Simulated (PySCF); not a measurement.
# Dipole response of Br²⁺ (bromine, charge +2)

[Ar] 3d10 4s1 4p3 4d1, high-spin 6D determinant (an excited configuration). All numbers are calculated (PySCF 2.14, a scalar-relativistic core potential, in aug-cc-pVQZ-PP with one added diffuse shell each of s, p, d, f, g type with ECP10MDF (8s7p6d4f3g, 114 functions)). Coupled (time-dependent) response in atomic units; α is the mean over directions.

```json
{"method": "r2SCAN0", "mean α (bohr³)": "18.57", "α xx, yy, zz": "22.64, 22.64, 10.43", "C₆ (like pair)": "93.65", "S(−4)": "297.1"}
```

S(−4) is the Cauchy moment in α(ω) = α(0) + S(−4) ω² + …

Spin-orbit coupling is absent.

α(iu) at r2SCAN0:

```json
{"u (hartree)": "0", "α(iu) (bohr³)": "18.57"}
{"u (hartree)": "0.0500", "α(iu) (bohr³)": "17.88"}
{"u (hartree)": "0.100", "α(iu) (bohr³)": "16.26"}
{"u (hartree)": "0.200", "α(iu) (bohr³)": "12.81"}
{"u (hartree)": "0.300", "α(iu) (bohr³)": "10.25"}
{"u (hartree)": "0.500", "α(iu) (bohr³)": "6.987"}
{"u (hartree)": "0.750", "α(iu) (bohr³)": "4.668"}
{"u (hartree)": "1.00", "α(iu) (bohr³)": "3.300"}
{"u (hartree)": "1.50", "α(iu) (bohr³)": "1.878"}
{"u (hartree)": "2.00", "α(iu) (bohr³)": "1.214"}
{"u (hartree)": "3.00", "α(iu) (bohr³)": "0.6431"}
{"u (hartree)": "5.00", "α(iu) (bohr³)": "0.2856"}
```

A single London oscillator, α(iu) = α/(1 + u²/ω²), gives C₆ = (3/4) ω α². Matching the computed C₆ needs ω = 4 × 93.65 / (3 × 18.57²) = 0.362 hartree.

For an ion, C₆ is the dispersion term alone; charge-induced terms of lower order in 1/R come first.

The components differ because the open shell of this determinant is not spherical; for a pure term their mean is the scalar polarisability.

Energies and moments cover only the electrons outside the core potential. The outer electron is Rydberg-like, and this basis confines it to a smaller radius and binds it less than a complete one would.
